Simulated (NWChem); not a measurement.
System: C$_{3}$H$_{3}$ cation

```xyz
6

C      0.0000     0.0000    -1.3386
C      0.0000     0.0000    -0.1033
C      0.0000     0.0000     1.2447
H      0.0000     0.0000    -2.4259
H      0.0000     0.9468     1.8079
H      0.0000    -0.9468     1.8079
```
Atoms are numbered in this order, from 1.

Computed with NWChem. The geometry was optimised at PBE0/def2-SVP. Level: PBE0/def2-SVP with COSMO at NWChem's default radii, gas-phase geometry; the question gives the dielectric constant. Reactions with the solvent are ignored.

### Question
Estimate the computed values for dielectric constant 20.7. Quantities: electrostatic solvation energy (kcal/mol).

### Answer
```yaml
electrostatic solvation energy (kcal/mol): -62.0
```
